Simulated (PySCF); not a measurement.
Si(OSiH3)(H)(NHSiH3)2 (H₁₂N₂OSi₄), SMILES [SiH3]N[SiH](N[SiH3])O[SiH3].

Geometry: B3LYP-D3(BJ)/def2-SVP. The values are those of a single conformer.

Two levels are set side by side: TDA-PBE/def2-SVPD (PySCF) and TDA-ωB97X/def2-SVPD (PySCF). Vertical, same geometry. The lowest singlet is HOMO→LUMO 99 % with PBE and HOMO→LUMO 61 %, HOMO−1→LUMO+2 15 % with the other functional; states are paired by order. Differences are taken from unrounded values.

```tsv
quantity	TDA-PBE
lowest singlet excitation (eV)	5.43
lowest triplet excitation (TDA) (eV)	5.29
```

### Question
These are the TDA-PBE values. What does TDA-ωB97X give? (The exact figures need the calculation; the answer reports its results.)

### Answer

```json
[
 {"quantity": "lowest singlet excitation (eV)", "TDA-ωB97X": "6.94", "TDA-PBE minus TDA-ωB97X": "-1.52"},
 {"quantity": "lowest triplet excitation (TDA) (eV)", "TDA-ωB97X": "6.67", "TDA-PBE minus TDA-ωB97X": "-1.39"}
]
```

Functionals without exact exchange tend to place singlet excitations lower, as here. Differences between two approximate levels are no errors against the true value.

Rough cost on one machine, each run with all the roots and properties that it gave: TDA-ωB97X against TDA-PBE about 10 times.
